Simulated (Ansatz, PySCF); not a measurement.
Pulling on the O3–H4 bond in BeH2O (SMILES [BeH][OH]) (multiplicity 1 held, fragments rigid). Energies count from the point at 0.952 Å.
Geometry at that point (charge 0, multiplicity 1):
| atom | x (Å) | y (Å) | z (Å) |
|---|---|---|---|
| Be | -0.7841 | -0.3530 | 0.0298 |
| H | -1.9953 | -0.8949 | 0.0798 |
| O | 0.5111 | 0.1852 | -0.0736 |
| H | 1.0425 | 0.8250 | 0.3897 |

Unrestricted levels (U-) break spin symmetry where that is lower. Active spaces are followed from a long bond inwards. Curves can end on different states.

Cores are frozen in the correlated methods. Rows in 6-31G* carry no dispersion term and start afresh at each structure (6-31G* with six Cartesian d functions).

Programs: Ansatz (Gaussian orbitals); PySCF for 6-31G* rows. Values without a source in brackets are computed.

### Question
Predict the energy at R = 3.046 Å from U-B3LYP/aug-cc-pVTZ.

### Answer
130.0 kcal/mol

### Question
Predict the energy at R = 3.046 Å from U-HF/6-31G*.

### Answer
88.7 kcal/mol

### Question
Estimate the energy at R = 3.046 Å that CASSCF(4,3)/aug-cc-pVTZ returns for this input.

### Answer
110.1 kcal/mol

Doubts at one or more of the structures used: a spin-contaminated determinant (U-HF/6-31G*, U-B3LYP/aug-cc-pVTZ); active orbitals that take no part (CASSCF(4,3)/aug-cc-pVTZ).

Ansatz is a program for electronic structure.
